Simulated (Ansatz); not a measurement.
Consider the substitution at a C–Se bond: `B[Se]C=C` + `O[SiH2][SeH]` → `C=C[Se][SiH2]O` + `B[SeH]`.

Program: Ansatz. Geometries: PBE0-D4/def2-TZVP. ΔE: electronic, gas phase. CBS: MP2 limit from def2 TZ/QZ plus the TZ coupled-cluster correction, frozen cores. Functionals use def2-TZVPP. B3LYP here is the variant with VWN-RPA as its local correlation; programs differ in this. For Se outer-core shells are correlated without core-valence functions, which leaves a few kJ/mol of doubt a bond. Scalar relativity is left out up to krypton. One conformer a species, not always the lowest.

```json
{"level": "r2SCAN-D4", "ΔE (kcal/mol)": "1.3", "difference from CCSD(T)/CBS": "0.0"}
{"level": "PBE0-D4", "ΔE (kcal/mol)": "1.2", "difference from CCSD(T)/CBS": "-0.1"}
{"level": "B3LYP-D4", "ΔE (kcal/mol)": "0.9", "difference from CCSD(T)/CBS": "-0.4"}
{"level": "ωB97X-V", "ΔE (kcal/mol)": "1.1", "difference from CCSD(T)/CBS": "-0.2"}
{"level": "B2PLYP", "ΔE (kcal/mol)": "1.7", "difference from CCSD(T)/CBS": "0.4"}
{"level": "PBE", "ΔE (kcal/mol)": "1.9", "difference from CCSD(T)/CBS": "0.6"}
{"level": "PBE0", "ΔE (kcal/mol)": "1.9", "difference from CCSD(T)/CBS": "0.6"}
{"level": "HF/def2-TZVPP", "ΔE (kcal/mol)": "2.2", "difference from CCSD(T)/CBS": "0.9"}
{"level": "MP2/def2-TZVPP", "ΔE (kcal/mol)": "1.1", "difference from CCSD(T)/CBS": "-0.2"}
{"level": "SCS-MP2/def2-TZVPP", "ΔE (kcal/mol)": "1.3", "difference from CCSD(T)/CBS": "0.0"}
{"level": "CCSD/def2-TZVPP", "ΔE (kcal/mol)": "1.3", "difference from CCSD(T)/CBS": "0.0"}
{"level": "HF/def2-QZVPP", "ΔE (kcal/mol)": "2.3", "difference from CCSD(T)/CBS": "1.0"}
{"level": "MP2/def2-QZVPP", "ΔE (kcal/mol)": "1.3", "difference from CCSD(T)/CBS": "0.0"}
{"level": "SCS-MP2/def2-QZVPP", "ΔE (kcal/mol)": "1.4", "difference from CCSD(T)/CBS": "0.1"}
{"level": "HF/CBS(def2)", "ΔE (kcal/mol)": "2.3", "difference from CCSD(T)/CBS": "1.0"}
{"level": "MP2/CBS(def2)", "ΔE (kcal/mol)": "1.3", "difference from CCSD(T)/CBS": "0.0"}
{"level": "CCSD(T)/CBS", "ΔE (kcal/mol)": "1.3", "difference from CCSD(T)/CBS": "0"}
```

Largest T1 diagnostic among the species: 0.013.

In def2-TZVPP, CCSD(T) changes the Hartree–Fock value by −1.1 kcal/mol (the triples alone add −0.2 kcal/mol) and MP2 by −1.1 kcal/mol. The D4 term adds −1.2 kcal/mol with B3LYP and −0.7 kcal/mol with PBE0; it sums over pairs of atoms, weighted by their polarisabilities, and B3LYP, whose exchange is more repulsive, gets the larger term.
